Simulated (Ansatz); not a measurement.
A run on Cl2F2H2SSi2 (`F[SiH](F)S[SiH](Cl)Cl`) with other settings.

```yaml
crystal:
  periodic: [false, false, false]
  atoms:
    - {symbol: F, position_ang: [-1.268029, -1.683666, 1.106685]}
    - {symbol: Si, position_ang: [0.250166, -1.235437, 1.109851]}
    - {symbol: F, position_ang: [0.322307, 0.044054, 2.041133]}
    - {symbol: S, position_ang: [0.911578, -0.776910, -0.840554]}
    - {symbol: Si, position_ang: [-0.165060, 1.042167, -1.113631]}
    - {symbol: Cl, position_ang: [0.948721, 2.640157, -0.531969]}
    - {symbol: Cl, position_ang: [-0.559563, 1.198481, -3.101935]}
    - {symbol: H, position_ang: [1.074210, -2.316660, 1.666197]}
    - {symbol: H, position_ang: [-1.425730, 1.041412, -0.352877]}
basis:
  gaussian: {orbitals: 6-31G}
magnetization: {spin_polarized: true, initial_magnetization: 2}
hamiltonian: {xc: {name: r2SCANh}, pseudopotentials: {relativity: scalar}}
```

```sh
$ ansatz run in.yaml --threads 2 --pin off --events-out ev --progress --plain --max-ram 32768MiB --backend cpu
```

Output, abridged:

```
Functional definition: r2SCANh
920 factors; integrals over basis functions are off by at most 1.7e-4 eV
mean field evaluation 1: about -57212.3243 eV, gradient 3.0e1 eV
mean field evaluation 2: about -57200.4471 eV, gradient 5.7e1 eV
mean field evaluation 4: about -57215.9056 eV, gradient 2.3e0 eV
mean field evaluation 8: about -57216.0189 eV, gradient 7.1e-1 eV
mean field evaluation 16: about -57216.0294 eV, gradient 1.4e-2 eV
mean field evaluation 32: about -57216.0294 eV, gradient 5.1e-5 eV
mean field -57216.02943064 eV, -2102.6502991585 hartree, gradient 1.5e-5 eV, S^2 2.004661; 10 other end points of the search recorded, 0 dependent functions left out
reference -57216.02944401 eV, -2102.6502996496 hartree; 50, 48 occupied and 37, 39 virtual orbitals, 920 factors
Total energy: -57216.02944401 eV, -2102.6502996496 hartree
Relativity: scalar
```

It took 24 s on 2 threads of an AMD EPYC 7R13 on a shared host, with 0.53 GiB of host memory at the peak.
